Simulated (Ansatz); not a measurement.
```yaml
crystal:
  periodic: [false, false, false]
  atoms:
    - {symbol: Ti, position_ang: [-0.000399, 0.000640, -0.082424]}
    - {symbol: Cl, position_ang: [0.009845, -0.017451, 2.108180]}
    - {symbol: F, position_ang: [1.632158, 0.009667, -0.682928]}
    - {symbol: F, position_ang: [-0.824128, 1.419821, -0.659707]}
    - {symbol: F, position_ang: [-0.817476, -1.412676, -0.683120]}
basis:
  gaussian: {orbitals: def2-TZVPP}
total_charge: 1
magnetization: {spin_polarized: true, initial_magnetization: 1}
hamiltonian: {xc: {name: revPBE0}}
scf: {omitted_lower_state_checks: [starts]}
```

```sh
$ ansatz run in.yaml --threads 4 --pin off --events-out ev --progress --plain --max-ram 3916MiB
```

Shortened log:

```
Functional definition: revPBE0
1305 factors; their error is unknown
mean field evaluation 1: about -43761.9132 eV, gradient 7.3e1 eV
mean field evaluation 2: about -43408.4660 eV, gradient 3.6e2 eV
mean field evaluation 4: about -43772.9064 eV, gradient 3.5e1 eV
mean field evaluation 8: about -43778.5596 eV, gradient 4.4e-1 eV
mean field evaluation 16: about -43778.7502 eV, gradient 2.9e-3 eV
mean field evaluation 32: about -43778.7502 eV, gradient 4.4e-5 eV
mean field -43778.75025038 eV, -1608.8393973989 hartree, gradient 3.5e-6 eV, S^2 0.755517; 0 other end points of the search recorded, 0 dependent functions left out
reference -43778.75029660 eV, -1608.8393990973 hartree; 33, 32 occupied and 166, 167 virtual orbitals, 1305 factors
Total energy: -43778.75029660 eV, -1608.8393990973 hartree
Checks for a lower state left out: starts
```

It took 50 s on 4 threads of Arm Neoverse V2 on a shared host, peak host memory 1.1 GiB.
